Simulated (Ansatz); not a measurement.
Molecule: BeCl2 (charge -1, doublet). 
Coordinates optimised at B3LYP-D3(BJ)/def2-TZVP (Ansatz, a quantum-chemistry and plane-wave program):
```xyz
3

Be    -0.1610    -0.7533    -0.3612
Cl     1.2334     0.3793    -1.1053
Cl    -1.1955    -0.2021     1.1902
```
Charge -1, spin multiplicity 2.

Basis-set convergence of Hartree-Fock and MP2 correlation energies (hartree) with Ansatz. Cores are frozen in the correlated levels unless marked. UHF or UKS for open shells. Spin-orbit coupling is left out. Non-relativistic.

```
basis        functions       E(HF)  E(corr, MP2)
-----------  ---------  ----------  ------------
def2-SVPD           66  -933.49809      -0.32151
def2-TZVPPD        124  -933.81683      -0.42216
def2-QZVPPD        194  -933.84514      -0.46621
```

Extrapolating the two largest sets (X = 3 and 4) as X^-3: E(corr) = (64·(-0.46621) - 27·(-0.42216))/37 = -0.4984 Eh, an estimate of the basis-set limit. The largest set recovers 93.5 % of it, the smallest 64.5 %.
